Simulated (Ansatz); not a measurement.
Frontier orbitals of `C#CO[SiH2]Br`.

```xyz
8

C     1.2057    1.8987    0.6203
C     0.6824    0.8246    0.7138
O     0.1206   -0.3370    0.8267
Si   -0.6891   -0.9958   -0.4841
Br   -1.4457   -2.9326    0.2084
H     1.6743    2.8498    0.5521
H    -1.8155   -0.1140   -0.8467
H     0.2673   -1.1937   -1.5905
```

Total charge 0; spin multiplicity 1. Correlated methods include outer-core shells of Br, which these sets cover unevenly. Scalar relativity is left out up to krypton. Geometry: relaxed with PBE0-D4/def2-TZVP. It is one conformer, not always the lowest. Basis def2-TZVPP, Ansatz 0.2.0.

Orbital energies of one run (eV). Highest occupied ones, from the top: -9.83, -10.12, -11.11, -11.44, -12.91, -13.10, -15.47, -15.71, -16.77, -17.54, -20.33, -23.81, -25.06, -33.56. Empty: 1.46, 1.78, 2.79, 3.25, 3.63, 3.87.

(1) Which functional gave them?
A. ωB97M-V
B. B97M-V
C. PBE
D. r2SCANh

Answers

(1) A. HOMO energies: ωB97M-V -9.83, r2SCANh -6.98, B97M-V -6.51, PBE -6.25 eV.
